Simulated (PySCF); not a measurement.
Computed IR spectrum (relative IR intensity) of a molecule C₄H₇BO. The structure is a stationary point at B3LYP-D3(BJ)/def2-SVP. Other conformers were not sampled. All values below come from B3LYP-D3(BJ)/def2-SVP in PySCF 2.14.0. Harmonic, unscaled wavenumbers; measured fundamentals usually lie a few per cent lower.

ν (cm⁻¹): 328 (vw), 400 (w), 537 (vw), 647 (w), 681 (m), 697 (m), 788 (m), 925 (w), 1009 (m), 1175 (m), 1271 (s), 1331 (vs), 1403 (s), 1441 (vw), 1460 (m), 2211 (w), 3021 (w), 3085 (w), 3129 (w), 3469 (m), 3708 (s) (against the strongest line: vs over 80 %, s over 45 %, m over 15 %, w over 4 %, vw less)

Problem. Identify the compound among the candidates.
A) C#CCB(C)O
B) C=C1COB1C
C) C=CB(C)C=O
D) CB1C=COC1

Solution. A, C#CCB(C)O
